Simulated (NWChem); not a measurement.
Species: SiHO2 cation; SMILES O=[Si]=[OH+]

**Question.** Give the equilibrium geometry at PBE0/def2-SVP (NWChem) as an XYZ file, with the point group.

**Answer.** point group C*v; any orientation.
```
4

O      0.0009     1.5907     0.0000
Si    -0.0006     0.0879     0.0000
O      0.0023    -1.4357     0.0000
H     -0.0161    -2.4044     0.0000
```
